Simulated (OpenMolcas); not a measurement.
Pt6+ among 4 point charges of -2 e arranged as a square (D4h), 1.91 Å from the ion.
```
   1.9100    0.0000    0.0000  -2.00
   0.0000    1.9100    0.0000  -2.00
  -1.9100    0.0000    0.0000  -2.00
   0.0000   -1.9100    0.0000  -2.00
```

* Program: OpenMolcas 26.06
* Method: CASSCF
* Basis: ANO-RCC-VTZP [8s7p5d3f1g]
* Scalar Hamiltonian: DKH2, point nucleus
* Active space: 4 electrons in 5 orbitals (5d)
* State averaging: 2S+1 = 5 even, 5 roots; 2S+1 = 3 even, 45 roots; 2S+1 = 1 even, 50 roots
* Spin-orbit coupling: state interaction with AMFI integrals over the reference wave functions

(1) What is the spin-free ground state (labels of D4, the rotations of D4h)?

(2) Where is the first state of the same spin?

(3) What are the lowest two levels with spin-orbit coupling?

(4) What is χT at 300 K?

Answers

(1) 5B1, 1-fold in its orbital part, 100 % from free-ion D terms; it has the highest spin that d4 allows.

(2) 5B2 at 7400 cm-1 above the ground state.

(3) A 1-fold level A1, then a 1-fold level A2 2783 cm-1 above it. Their leading multiplicities are 5 (70 %) and 5 (87 %).

(4) 0.11 cm3 K/mol.

Spin-orbit coupling mixes the spin-free states strongly: the lowest level takes only 46 % from its leading state, 5B1. Without dynamic correlation the repulsion within the d shell is too large (B by tens of per cent), so at a given field states of lower spin stand too high. Point charges give a weaker field than real ligands, and real ions of this kind are as a rule low spin; the high spin found here belongs to the model. This is an electrostatic model: the charges have no orbitals. No measured value stands beside these numbers.
